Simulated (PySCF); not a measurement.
PBE0-D3(BJ)/def2-SVP geometry optimisation, gas phase with PySCF 2.14 and geomeTRIC: [CrF6]-, charge -1, multiplicity 2. Start (model start, shaken):

```
7

Cr    0.0000    0.0045   -0.0041
F    -0.0134   -0.0068    1.7751
F     0.0009    0.0201   -1.7974
F     1.7807    0.0073    0.0053
F    -1.7884   -0.0140   -0.0004
F     0.0104    1.7698   -0.0069
F    -0.0285   -1.8093   -0.0276
```

| step | E − E(start) / kcal mol⁻¹ | largest force / Eh bohr⁻¹ |
| --- | --- | --- |
| 0 | 0.00 | 0.03049 |
| 1 | -3.52 | 0.00688 |
| 2 | -2.51 | 0.00635 |
| 3 | -3.43 | 0.00437 |
| 4 | -3.61 | 0.00363 |
| 5 | -3.60 | 0.00140 |
| 6 | -3.64 | 0.00101 |
| 7 | -3.65 | 0.00050 |
| 8 | -3.65 | 0.00021 |

The optimisation met its thresholds. End point:

```
7

Cr   -0.0055   -0.0039   -0.0080
F    -0.0042   -0.0054    1.7466
F    -0.0050   -0.0019   -1.7625
F     1.7351    0.0059   -0.0066
F    -1.7461   -0.0155   -0.0085
F     0.0050    1.7367   -0.0092
F    -0.0174   -1.7442   -0.0079
```

Metal–donor distances, start → end: F2 1.779 → 1.755 Å, F3 1.793 → 1.754 Å, F4 1.781 → 1.741 Å, F5 1.789 → 1.741 Å, F6 1.765 → 1.741 Å, F7 1.814 → 1.740 Å.

No frequencies were computed, so the end point may be a saddle point.

The job took 4.4 min on one thread of Arm Neoverse N1 (shared host), with 115 basis functions, launched as `OMP_NUM_THREADS=1 python lf_run.py task.json out`.
